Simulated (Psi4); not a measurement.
Sb₂, charge +1, doublet, at a GFN2-xTB geometry (a state made from the parent by changing its charge; the spin is typed, not shown lowest) (all electrons, no relativity); SVWN/STO-3G (Psi4 1.11).

The Psi4 input:
```
memory 2 GB

molecule mol {
1 2
  Sb   -0.000000   -0.000000   -1.344861
  Sb    0.000000    0.000000    1.344861
}

set basis sto-3g
set reference uks
set scf_type pk

energy('svwn')
print_variables()
```

Output, abridged:

```
   => Loading Basis Set <=

    Name: STO-3G
    Role: ORBITAL
    Keyword: BASIS

         ---------------------------------------------------------
                                   SCF
               by Justin Turney, Rob Parrish, Andy Simmonett
                          and Daniel G. A. Smith
                              UKS Reference
         ---------------------------------------------------------

  ==> Geometry <==

    Molecular point group: d2h
    Full point group: D_inf_h

    Geometry (in Angstrom), charge = 1, multiplicity = 2:

       Center              X                  Y                   Z               Mass
    ------------   -----------------  -----------------  -----------------  -----------------
         SB           0.000000000000     0.000000000000    -1.344861000000   120.903812000000
         SB           0.000000000000     0.000000000000     1.344861000000   120.903812000000

  Running in d2h symmetry.

  Rotational constants: A = ************  B =      0.03855  C =      0.03855 [cm^-1]
  Rotational constants: A = ************  B =   1155.55976  C =   1155.55976 [MHz]
  Nuclear repulsion =  511.722001363958782

  Charge       = 1
  Multiplicity = 2
  Electrons    = 101
  Nalpha       = 51
  Nbeta        = 50

  ==> Algorithm <==

  SCF Algorithm Type is PK.
  DIIS enabled.
  MOM disabled.
  Fractional occupation disabled.
  Guess Type is SAD.
  Energy threshold   = 1.00e-06
  Density threshold  = 1.00e-06
  Integral threshold = 1.00e-12

  ==> Primary Basis <==

  Basis Set: STO-3G
    Blend: STO-3G
    Number of shells: 22
    Number of basis functions: 54
    Number of Cartesian functions: 58
    Spherical Harmonics?: true
    Max angular momentum: 2

  ==> DFT Potential <==

   => LibXC <=

    Version 7.1.2
    S. Lehtola, C. Steigemann, M. J. T. Oliveira, and M. A. L. Marques,  SoftwareX 7, 1–5 (2018) (10.1016/j.softx.2017.11.002)

   => Composite Functional: SVWN <=

    Slater exchange
    Vosko, Wilk & Nusair (VWN5_RPA)
    P. A. M. Dirac,  Math. Proc. Cambridge Philos. Soc. 26, 376 (1930) (10.1017/S0305004100016108)
    F. Bloch,  Z. Phys. 57, 545 (1929) (10.1007/BF01340281)
    S. H. Vosko, L. Wilk, and M. Nusair,  Can. J. Phys. 58, 1200 (1980) (10.1139/p80-159)

    Deriv               =              1
    GGA                 =          FALSE
    Meta                =          FALSE

    Exchange Hybrid     =          FALSE
    MP2 Hybrid          =          FALSE

   => Exchange Functionals <=

    1.0000         XC_LDA_X

   => Correlation Functionals <=

    1.0000   XC_LDA_C_VWN_RPA

   => LibXC Density Thresholds  <==

    XC_LDA_C_VWN_RPA:  1.00E-15
    XC_LDA_X:  1.00E-15

   => Molecular Quadrature <=

    Radial Scheme          =       TREUTLER
    Pruning Scheme         =           NONE
    Nuclear Scheme         =       TREUTLER

    Blocking Scheme        =         OCTREE
    BS radius alpha        =              1
    Pruning alpha          =              1
    Radial Points          =             75
    Spherical Points       =            302
    Total Points           =          36926
    Total Blocks           =            350
    Max Points             =            252
    Max Functions          =             40
    Weights Tolerance      =       1.00E-15

  ==> Integral Setup <==

  Using in-core PK algorithm.
   Calculation information:
      Number of atoms:                   2
      Number of AO shells:              22
      Number of primitives:             66
      Number of atomic orbitals:        58
      Number of basis functions:        54

      Integral cutoff                 1.00e-12
      Number of threads:                 1

  Performing in-core PK
  Using 2206710 doubles for integral storage.
  We computed 19279 shell quartets total.
  Whereas there are 32131 unique shell quartets.

  ==> DiskJK: Disk-Based J/K Matrices <==

    J tasked:                  Yes
    K tasked:                   No
    wK tasked:                  No
[...]
    DOCC [    13,    2,    5,    5,    2,   12,    5,    6 ]
    SOCC [     0,    0,    0,    0,    0,    0,    1,    0 ]
    NA   [    13,    2,    5,    5,    2,   12,    6,    6 ]
    NB   [    13,    2,    5,    5,    2,   12,    5,    6 ]

   @UKS iter  89: -12497.05684184367055   -1.11086e-01   3.40064e-04 DIIS/ADIIS
   @UKS iter  90: -12497.05685723659553   -1.53929e-05   1.42429e-04 DIIS/ADIIS
   @UKS iter  91: -12497.05685715542859    8.11669e-08   1.44184e-04 DIIS/ADIIS
    Occupation by irrep:
             Ag   B1g   B2g   B3g    Au   B1u   B2u   B3u
    DOCC [    13,    2,    5,    5,    2,   12,    6,    5 ]
    SOCC [     0,    0,    0,    0,    0,    0,    0,    1 ]
    NA   [    13,    2,    5,    5,    2,   12,    6,    6 ]
    NB   [    13,    2,    5,    5,    2,   12,    6,    5 ]

   @UKS iter  92: -12497.05685591239489    1.24303e-06   1.68809e-04 DIIS/ADIIS
   @UKS iter  93: -12497.05685365962017    2.25277e-06   2.04370e-04 DIIS/ADIIS
   @UKS iter  94: -12497.05685439029548   -7.30675e-07   1.94635e-04 DIIS/ADIIS
   @UKS iter  95: -12497.05685203963731    2.35066e-06   2.29089e-04 DIIS/ADIIS
    Occupation by irrep:
             Ag   B1g   B2g   B3g    Au   B1u   B2u   B3u
    DOCC [    13,    2,    5,    5,    2,   12,    5,    6 ]
    SOCC [     0,    0,    0,    0,    0,    0,    1,    0 ]
    NA   [    13,    2,    5,    5,    2,   12,    6,    6 ]
    NB   [    13,    2,    5,    5,    2,   12,    5,    6 ]

   @UKS iter  96: -12497.05685654058470   -4.50095e-06   1.56757e-04 DIIS/ADIIS
   @UKS iter  97: -12497.05685627268394    2.67901e-07   1.62043e-04 DIIS/ADIIS
   @UKS iter  98: -12497.05685451738100    1.75530e-06   1.92710e-04 DIIS/ADIIS
    Occupation by irrep:
             Ag   B1g   B2g   B3g    Au   B1u   B2u   B3u
    DOCC [    13,    2,    5,    5,    2,   12,    6,    5 ]
    SOCC [     0,    0,    0,    0,    0,    0,    0,    1 ]
    NA   [    13,    2,    5,    5,    2,   12,    6,    6 ]
    NB   [    13,    2,    5,    5,    2,   12,    6,    5 ]

   @UKS iter  99: -12497.05685493396049   -4.16579e-07   1.85889e-04 DIIS/ADIIS
    Occupation by irrep:
             Ag   B1g   B2g   B3g    Au   B1u   B2u   B3u
    DOCC [    13,    2,    5,    5,    2,   12,    5,    6 ]
    SOCC [     0,    0,    0,    0,    0,    0,    1,    0 ]
    NA   [    13,    2,    5,    5,    2,   12,    6,    6 ]
    NB   [    13,    2,    5,    5,    2,   12,    5,    6 ]

   @UKS iter 100: -12497.05685449882549    4.35135e-07   1.93008e-04 DIIS/ADIIS

PsiException: Could not converge SCF iterations in 100 iterations.

  Failed to converge.

Traceback (most recent call last):
  File "psi4", line 375, in <module>
  File "<string>", line 24, in <module>
  File "site-packages/psi4/driver/driver.py", line 533, in energy
  File "site-packages/psi4/driver/procrouting/proc.py", line 2760, in run_scf
  File "site-packages/psi4/driver/procrouting/proc.py", line 2047, in scf_helper
  File "site-packages/psi4/driver/procrouting/scf_proc/scf_iterator.py", line 93, in scf_compute_energy
  File "site-packages/psi4/driver/procrouting/scf_proc/scf_iterator.py", line 86, in scf_compute_energy
  File "site-packages/psi4/driver/procrouting/scf_proc/scf_iterator.py", line 609, in scf_iterate

psi4.driver.p4util.exceptions.SCFConvergenceError: Could not converge SCF iterations in 100 iterations.

Printing out the relevant lines from the Psithon --> Python processed input file:
    ""","mol")
    core.IO.set_default_namespace("mol")
    core.set_global_option("BASIS", "sto-3g")
    core.set_global_option("REFERENCE", "uks")
    core.set_global_option("SCF_TYPE", "pk")
--> energy('svwn')
    print_variables()

!-------------------------------------------------------!
!                                                       !
!  Could not converge SCF iterations in 100 iterations. !
!                                                       !
!-------------------------------------------------------!
```

The run did not converge; its last values are not results.
